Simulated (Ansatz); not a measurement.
Relaxation of CH$_{6}$Al$_{2}$O (10 atoms, charge 0, multiplicity 1), to a largest force component of 0.015 eV/Å in at most 40 steps.

The calculation used RHF/def2-SVP in Ansatz 0.2.0.

```xyz
10
Properties=species:S:1:pos:R:3
Al -0.961 1.930 0.284
C 0.205 0.406 0.103
O -0.593 -0.722 -0.224
Al 0.623 -2.189 -0.378
H -1.091 2.768 1.634
H -1.904 2.441 -0.972
H 0.961 0.645 -0.702
H 0.764 0.305 1.076
H 1.197 -2.542 -1.748
H 0.881 -3.094 0.930
```

**Question.** Where does it end, and by what steps?

**Answer.** The run converged. The force dipped under the threshold on the way, but the program's further checks kept it going. After 27 steps the energy has fallen by 1.294 eV; H10 moved furthest, 2.07 Å. Joined: Al1–O3 (2.72 → 1.92 Å).

| step | energy less start (eV) | largest force component (eV/Å) | accepted |
| --- | --- | --- | --- |
| 0 | 0.0000 | 2.579 | yes |
| 1 | -0.4443 | 1.694 | yes |
| 2 | -0.5700 | 0.446 | yes |
| 3 | -0.6048 | 0.315 | yes |
| 4 | -0.6945 | 0.284 | yes |
| 5 | -0.7445 | 0.573 | yes |
| 6 | -0.7913 | 0.398 | yes |
| 7 | -0.8562 | 0.466 | yes |
| 8 | -0.9389 | 0.499 | yes |
| 9 | -1.0869 | 0.672 | yes |
| 10 | -1.0761 | 2.250 | no |
| 11 | -1.1612 | 0.428 | yes |
| 12 | -1.1894 | 0.317 | yes |
| 13 | -1.2144 | 0.113 | yes |
| 14 | -1.2338 | 0.185 | yes |
| 15 | -1.2344 | 0.475 | yes |
| 16 | -1.2701 | 0.079 | yes |
| 17 | -1.2812 | 0.057 | yes |
| 18 | -1.2855 | 0.167 | yes |
| 19 | -1.2887 | 0.081 | yes |
| 20 | -1.2910 | 0.063 | yes |
| 21 | -1.2918 | 0.113 | yes |
| 22 | -1.2918 | 0.108 | no |
| 23 | -1.2931 | 0.034 | yes |
| 24 | -1.2930 | 0.072 | no |
| 25 | -1.2932 | 0.009 | yes |
| 26 | -1.2934 | 0.023 | yes |
| 27 | -1.2935 | 0.004 | yes |

```xyz
10
Properties=species:S:1:pos:R:3
Al -0.998 1.361 0.376
C 0.832 0.973 -0.185
O -0.031 -0.253 0.006
Al 0.218 -1.949 -0.175
H -1.317 1.536 1.918
H -2.097 1.668 -0.723
H 1.172 0.998 -1.217
H 1.677 0.908 0.498
H 1.641 -2.427 -0.633
H -1.013 -2.866 0.138
```

Whether the end is a true minimum wasn't checked by a vibrational analysis.

The run took 86 s on 1 thread of Arm Neoverse N1, on a shared host, peak memory 0.18 GiB.
